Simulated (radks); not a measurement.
Question: Excited configurations of C: one electron is placed in a higher orbital outside [He] 2s2 2p1. The ground configuration is [He] 2s2 2p2. All-electron calculation, scalar-relativistic Kohn-Sham, r2SCAN, spin-polarised, spherical densities, finite nucleus; open shells are filled with parallel spins first; meta-GGA in the generalised Kohn-Sham scheme; Fermi nuclear charge, rms radius 2.4702 fm. Program: a radial shooting solver on a logarithmic mesh with Libxc functionals. Excitation = E - E(ground); binding = E(ion) - E, where the ion is the core of charge +1; n* = 1/sqrt(2 binding) in atomic units, and the quantum defect is n - n*.

| outer orbital | excitation (eV) | binding (eV) | n* | quantum defect | eigenvalue (eV) | <r> (bohr) |
|---|---|---|---|---|---|---|
| 3s | 8.127 | 3.738 | 1.908 | 1.092 | -2.275 | 5.615 |
| 4p | 10.544 | 1.321 | 3.210 | 0.790 | -0.809 | 15.25 |
| 4d | 10.932 | 0.932 | 3.821 | 0.179 | -0.527 | 19.81 |
| 5d | 11.247 | 0.618 | 4.693 | 0.307 | -0.379 | 32.23 |

Estimate the row for 3d.

Answer: excitation (eV) 10.345; binding (eV) 1.520; n* 2.992; quantum defect 0.008; eigenvalue (eV) -0.691; <r> (bohr) 10.39. The Delta-SCF ionisation energy is 11.865 eV (NIST Atomic Spectra Database: 11.260 eV, measured). Self-interaction in the functional shifts the binding energies and quantum defects, so they are the method's values and not measured ones. Open shells are spherical and high-spin; term and fine-structure splittings are not resolved.
